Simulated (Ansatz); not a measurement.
Ansatz (a quantum-chemistry and plane-wave program) input (B3LYP-D3(BJ)/def2-TZVP):

Ansatz 0.2 input:
```yaml
crystal:
  periodic: [false, false, false]
  atoms:
    - {symbol: Si, position_ang: [0.02249130, 0.01588476, 0.97632538]}
    - {symbol: Br, position_ang: [0.94026449, -1.46907405, -0.45865778]}
    - {symbol: Br, position_ang: [-0.93690865, 1.45032311, -0.48401647]}
basis:
  gaussian:
    orbitals: def2-TZVP
hamiltonian:
  xc: b3lyp
  dispersion: d3bj
relax: {f_tol: 0.002, max_steps: 150}
```

End of the output:

```
mean field -147974.16134076 eV, -5437.9501287838 hartree, gradient 1.5e-5 eV, S^2 0.000000; 0 other end points of the search recorded, 0 dependent functions left out
the calculation of the forces begins
reference -147974.16155401 eV, -5437.9501366206 hartree; 42, 42 occupied and 91, 91 virtual orbitals, 1087 factors
relax step   4: F+E_penalty+E_count = -147974.38048750 eV  Δ(F+E_penalty+E_count) = -8.966e-6 eV  max|allowed force component| = 9.460e-4 eV/Å  Δτ_max = 0.0013 Å  (33 SCF iters, accepted)
integrals: 0.06 GiB planned
1087 factors; their error is unknown
mean field: 0.62 GiB planned
mean field -147974.16134076 eV, -5437.9501287838 hartree, gradient 1.5e-5 eV, S^2 0.000000; 1 other end points of the search recorded, 0 dependent functions left out
the calculation of the forces begins
reference -147974.16155401 eV, -5437.9501366206 hartree; 42, 42 occupied and 91, 91 virtual orbitals, 1087 factors
Total energy: -147974.38070075 eV, -5437.9581901148 hartree
Atom 0 at     0.022092     0.015826     0.959256 Å, force    -0.000330     0.000551     0.000946 eV/Å
Atom 1 at     0.958230    -1.496679    -0.450005 Å, force     0.000579    -0.000929    -0.000723 eV/Å
Atom 2 at    -0.954475     1.477987    -0.475600 Å, force    -0.000249     0.000378    -0.000223 eV/Å
Dipole moment:     0.003215     0.003866     0.222720 e Å
```
